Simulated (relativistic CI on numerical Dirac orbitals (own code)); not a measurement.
# Calculated levels, Tc XXXIII

Calculated at this level of theory: Dirac-Coulomb-Breit CI, KLI orbitals optimised for each configuration, model QED, unscaled Slater integrals (own radial code, finite nucleus).

Configuration list (outside the closed core [Ne]): 3s, 3p, 3d, 4s, 4p, 4d, 4f, 5s, 5p, 5d, 5f, 5g, 6s, 6p, 6d. Levels of other configurations are missing.

The lowest level is 3s ²S1/2, with 100 % of that term; Hund's rules for 3s give ²S with J = 1/2, in agreement.

```
No.  Configuration  Term    J   E (Ry)    %  Lifetime (s)  jj configuration (%)
  1             3s    ²S  1/2    0.000  100                            3s (100)
  2             3p   ²P°  1/2    5.343  100      6.19e-11           3p1/2 (100)
  3             3p   ²P°  3/2    7.538  100      2.15e-11           3p3/2 (100)
  4             3d    ²D  3/2   14.523  100      1.51e-11           3d3/2 (100)
  5             3d    ²D  5/2   14.978  100      2.56e-11           3d5/2 (100)
  6             4s    ²S  1/2   64.028  100      2.36e-13              4s (100)
  7             4p   ²P°  1/2   66.222  100      2.08e-13           4p1/2 (100)
  8             4p   ²P°  3/2   67.107  100      2.41e-13           4p3/2 (100)
  9             4d    ²D  3/2   69.733  100      1.22e-13           4d3/2 (100)
 10             4d    ²D  5/2   69.933  100      1.20e-13           4d5/2 (100)
 11             4f   ²F°  5/2   71.280  100      5.66e-14           4f5/2 (100)
 12             4f   ²F°  7/2   71.362  100      5.71e-14           4f7/2 (100)
 13             5s    ²S  1/2   92.272  100      2.91e-13              5s (100)
 14             5p   ²P°  1/2   93.373  100      2.56e-13           5p1/2 (100)
 15             5p   ²P°  3/2   93.816  100      2.90e-13           5p3/2 (100)
 16             5d    ²D  3/2   95.097  100      1.63e-13           5d3/2 (100)
 17             5d    ²D  5/2   95.200  100      1.62e-13           5d5/2 (100)
 18             5f   ²F°  5/2   95.868  100      1.06e-13           5f5/2 (100)
 19             5f   ²F°  7/2   95.910  100      1.07e-13           5f7/2 (100)
 20             5g    ²G  7/2   95.992  100      1.96e-13           5g7/2 (100)
 21             5g    ²G  9/2   96.018  100      1.96e-13           5g9/2 (100)
 22             6s    ²S  1/2  107.197  100      4.02e-13              6s (100)
 23             6p   ²P°  1/2  107.824  100      3.53e-13           6p1/2 (100)
 24             6p   ²P°  3/2  108.077  100      3.97e-13           6p3/2 (100)
 25             6d    ²D  3/2  108.799  100      2.36e-13           6d3/2 (100)
 26             6d    ²D  5/2  108.859  100      2.37e-13           6d5/2 (100)
```

Energies count from the lowest computed level; ° marks odd parity; lifetimes are radiative, by E1, M1, E2, M2 decay to levels of this space only. Filled j subshells are mostly left out of the jj labels.

The mean weight of the leading LS term, summed over parents, in these 26 levels is 100 %, and that of the leading jj configuration (from the same eigenvectors) 100 %.

At this charge energies of transitions that change n are usually good to better than 1 %, and those within a shell (Δn = 0) to a few per cent.
